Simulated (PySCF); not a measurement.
An unknown shows these calculated signals:

¹H NMR (500 MHz, computed): δ 6.14 (m, 1H), 6.03 (m, 1H), 5.95 (m, 1H), 5.82 (m, 1H), 5.08 (m, 1H), 4.73 (s, 3H).

¹³C{¹H} NMR (computed): δ 157.7 (C), 139.0 (CH), 123.4 (CH2), 97.7 (CH), 85.1 (CH).

[PySCF 2.14.0 with density-fitted response routines: structure optimised with GFN2-xTB; shieldings: GIAO PBE0/pcSseg-1; no solvent model; rapidly exchanging positions averaged; one computed conformer; non-relativistic Hamiltonian]

References, each an isolated molecule treated in the same way: TMS for ¹H, ¹³C.

Task: Which of these does the molecule contain: a three-membered ring, a CH3CH2 unit, an S-methyl group, a non-aromatic C=C double bond, a Si–H bond, a vinyl group CH=CH2?

Result: 
- A three-membered ring: no.
- A CH3CH2 unit: no.
- An S-methyl group: no.
- A non-aromatic C=C double bond: yes.
- A Si–H bond: yes (δH 4.73 (s)).
- A vinyl group CH=CH2: yes (δC 123.4, 139.0; δH 6.14 (m), 5.82 (m), 6.03 (m)).

The data belong to SMILES C=C[C@@H]1OC(=O)O[C@@H]1O[SiH3], C₅H₈O₄Si; they needn't prove each group on their own.

Carbon signals by region: 3 in the sp2 and nitrile region (100–160 ppm), 2 at 50–100 ppm.

Shifts are as computed. Against solution values, carbons near 30 ppm lie about +3 ppm off and those near 130 ppm about +5 ppm. Of 1309 compounds with measured shifts, 239 miss one by over three times the rms of a fit or turn the order of signals round; such compounds aren't used in these exercises. Multiplicities follow the n + 1 count of equivalent neighbours, as no J values were calculated; m marks all less simple cases, F and P coupling included.
